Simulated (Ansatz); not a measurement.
`O[SiH2]C(O)O` → C• + 6 H• + 3 O• + Si•  (atomization)

Computed with Ansatz on PBE0-D4/def2-TZVP structures; ΔE is electronic, products minus reactants. CCSD(T)/CBS adds triple-zeta CCSD(T) − MP2 to the extrapolated MP2 energy (def2 sets, frozen cores). This one scheme is used for every species, atoms too. Functionals use def2-TZVPP. B3LYP here is the variant with VWN-RPA as its local correlation; programs differ in this. Open shells (•) are unrestricted, without spin–orbit coupling. Spin–orbit coupling would lower the free atoms: a little for C, O, Si. Each species was taken in one conformer, which may not be the lowest.

```csv
level,ΔE (eV),difference from CCSD(T)/CBS
r2SCAN-D4,41.78,-0.17
B3LYP-D4,41.59,-0.36
B2PLYP,41.23,-0.72
PBE,42.30,0.35
r2SCAN,41.73,-0.22
B3LYP,41.25,-0.70
HF/def2-TZVPP,28.83,-13.12
MP2/def2-QZVPP,42.36,0.41
SCS-MP2/def2-QZVPP,42.16,0.21
HF/CBS(def2),28.92,-13.03
CCSD(T)/CBS,41.95,0
```

Largest T1 diagnostic among the species: 0.012.

From PBE to PBE0 (25 % exact exchange), in def2-TZVPP and without D4, ΔE moves by −1.05 eV: exact exchange takes away binding that semilocal exchange gives to molecules. In def2-TZVPP, CCSD(T) changes the Hartree–Fock value by +11.83 eV (the triples alone add +0.68 eV) and MP2 by +12.76 eV; breaking electron pairs costs correlation energy, which Hartree–Fock lacks.

For atomizations the MP2-based limit and the directly extrapolated one differ by several kJ/mol either way, and by 10 to 25 for some Ge, Se and Sn compounds, so smaller differences from it don't rank the levels.
